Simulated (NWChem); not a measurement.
Species: CHS2 cation; SMILES S=C=[SH+]

```xyz
4

S      0.0156    -1.6026     0.0000
C     -0.0246    -0.0956     0.0000
S      0.0750     1.5415     0.0000
H     -1.2790     1.7232     0.0000
```
Atoms are numbered in this order, from 1.

Computed with NWChem. Pople sets run with spherical d functions. Structure relaxed at the PBE0/def2-SVP level. Atomic charges in e: unrestrained fits to the electrostatic potential beside Mulliken populations; the two definitions need not agree.

For level B3LYP/def2-SVP:

* **Mulliken S1**: 0.41
* **Mulliken C2**: 0.05

### Question
What are these values for level Hartree-Fock/6-31G*?

### Answer
- Mulliken S1 = 0.52
- Mulliken C2 = -0.09
